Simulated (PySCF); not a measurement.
GeOBr2, SMILES [Br][Ge]([Br])=[O]. Atoms are numbered in the order given.

```xyz
4

Ge     0.0000     0.0000     0.7396
O      0.0000     0.0000     2.3877
Br     0.0000     1.8617    -0.6110
Br     0.0000    -1.8617    -0.6110
```
Charge 0, spin multiplicity 1.

The structure is a stationary point at PBE-D3(BJ)/def2-SVP.

These are PBE-D3(BJ)/def2-SVP (PySCF) values and carry that method's errors.

Frequencies are harmonic and unscaled.

Q: Give all harmonic wavenumbers and intensities. (An estimate is asked for; the answer gives what the named calculation found.)

A: 
```csv
mode,ν (cm⁻¹),IR (km/mol),moving atoms (share of kinetic energy)
1,98,0.4,"Br 76 %, Ge 20 %"
2,154,12.6,"Ge 49 %, O 45 %"
3,181,18.1,"O 80 %, Br 18 %"
4,273,8.1,"Br 60 %, Ge 32 %, O 8 %"
5,325,87.3,"Ge 63 %, Br 36 %"
6,947,41.9,"O 81 %, Ge 19 %"
```
